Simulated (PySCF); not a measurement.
# Electron correlation in B (boron, neutral)

[He] 2s2 3s1, 2S determinant (an excited configuration). Computed with PySCF 2.14 in aug-cc-pCVTZ-DK with one added diffuse shell each of s, p, d, f type (8s7p5d3f, 75 functions), with scalar relativity by spin-free X2C-1e. Frozen: 1s2; 3 electrons correlated.

```
  level  correlation energy (mhartree)
   CCSD                         -67.02
    (T)                          -0.70
CCSD(T)                         -67.72
```

Diagnostics: T1 = 0.029, D1 = 0.0687, largest double amplitude 0.141.

The outer electron is Rydberg-like, and this basis confines it to a smaller radius and binds it less than a complete one would.

Cost of the coupled-cluster step: about 9 core-seconds, for 3 correlated electrons.
